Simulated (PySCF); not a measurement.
Screening by computed properties: pick the candidate that meets the target.

Each SMILES stands for a single optimised conformer of the isolated species, non-relativistic unless stated. Electronic properties by PySCF.

The conformers computed, where there is a choice (atom-mapped SMILES and torsion angles):
- `[CH:1]#[C:2][SiH2:3][PH:4][SiH2:5][S:6][CH3:7]`: C2–Si3–P4–Si5 -52°, Si3–P4–Si5–S6 -68°, P4–Si5–S6–C7 -42°
- `[O:1]=[C:2]([Cl:3])/[C:4]([Cl:5])=[CH:6]/[F:7]`: O1–C2–C4–Cl5 180°
- `[CH3:1][n:2]1[cH:3][c:4]([CH:5]=[O:6])[n:7][n:8]1`: C3–C4–C5–O6 0°
- `[CH3:1][CH2:2][C:3]1=[CH:4][P@@H+:5]1[CH2:6][CH3:7]`: C1–C2–C3–C4 -134°, C4–P5–C6–C7 80°

The conformers of `C=CC1=CCPC1` aren't listed.

Task: Wanted: smallest rotational constant between 1 GHz and 2 GHz (GFN2-xTB) and dipole moment above 1 D (B3LYP/def2-SVPD), at GFN2-xTB geometries. Which candidate meets both?
A. `N#CC=C=C`
B. `C#C[SiH2]P[SiH2]SC`
C. `O=C(Cl)/C(Cl)=C/F`
D. `Cn1cc(C=O)nn1`

Result: D. Computed values:
| species | smallest rotational constant | dipole moment |
| --- | --- | --- |
| C#C[SiH2]P[SiH2]SC | 0.660 GHz | 0.92 D |
| O=C(Cl)/C(Cl)=C/F | 0.895 GHz | 1.26 D |
| Cn1cc(C=O)nn1 | 1.137 GHz | 4.88 D |
| N#CC=C=C | 2.538 GHz | 4.42 D |

Task: Wanted: static isotropic polarisability below 60 au (B3LYP/def2-SVPD) and HOMO energy below -6.5 eV (B3LYP/def2-SVPD), at GFN2-xTB geometries. Which candidate meets both?
A. `C=CC1=CCPC1`
B. `C=C=CC#N`
C. `Cn1cc(C=O)nn1`
D. `CCC1=C[P@@H+]1CC`
E. `[SiH2](P[SiH2]SC)C#C`

Result: B. Computed values:
```
             species  static isotropic polarisability  HOMO energy
            C=C=CC#N                          55.0 au     -8.03 eV
       Cn1cc(C=O)nn1                          72.1 au     -7.43 eV
    CCC1=C[P@@H+]1CC                          89.4 au    -12.92 eV
         C=CC1=CCPC1                          98.4 au     -6.35 eV
[SiH2](P[SiH2]SC)C#C                         136.5 au     -6.55 eV
```

Task: Wanted: lowest singlet excitation above 5.3 eV (TDDFT B3LYP/def2-SVPD) and HOMO–LUMO gap above 7 eV (B3LYP/def2-SVPD), at GFN2-xTB geometries. Which candidate meets both?
A. `C=CC1=CCPC1`
B. `CCC1=C[P@@H+]1CC`
C. `O=C(Cl)/C(Cl)=C/F`
D. `Cn1cc(C=O)nn1`
E. `C(C=C=C)#N`
F. `CS[SiH2]P[SiH2]C#C`

Result: B. Computed values:
| species | lowest singlet excitation | HOMO–LUMO gap |
| --- | --- | --- |
| Cn1cc(C=O)nn1 | 3.81 eV | 5.44 eV |
| O=C(Cl)/C(Cl)=C/F | 4.29 eV | 5.20 eV |
| C=CC1=CCPC1 | 4.87 eV | 5.31 eV |
| CS[SiH2]P[SiH2]C#C | 5.16 eV | 5.88 eV |
| C(C=C=C)#N | 5.50 eV | 6.38 eV |
| CCC1=C[P@@H+]1CC | 6.07 eV | 7.17 eV |
